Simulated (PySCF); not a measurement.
# Working out the ionisation energy of Zn

Zn [Ar] 3d10 4s2 (1S) → Zn⁺ [Ar] 3d10 4s1 (2S). All numbers are calculated (PySCF 2.14, scalar relativity by spin-free X2C-1e, in x2c-TZVPPall). Frozen: [Ne]. Energies in hartree (1 hartree = 27.21139 eV):

```
            part    Zn (lower)   Zn⁺ (upper)
             UHF  -1794.254198  -1793.967878
CCSD correlation     -0.758189     -0.709911
             (T)     -0.018156     -0.013471
```

Q: What does Hartree-Fock give?

A: (-1793.967878) − (-1794.254198) = 0.286320 hartree = 7.791 eV.

Q: What do CCSD and CCSD(T) give?

A: The CCSD correlation energies differ by 0.048278 hartree = 1.314 eV and the triples by 0.004685 hartree = 0.127 eV, so CCSD gives 9.105 eV and CCSD(T) 9.232 eV.

Measured between the centres of the two terms (NIST): 9.394 eV, so CCSD(T) (valence and next inner shell) is off by -0.162 eV.

What remains against the reference includes basis incompleteness, the frozen core and higher excitations.
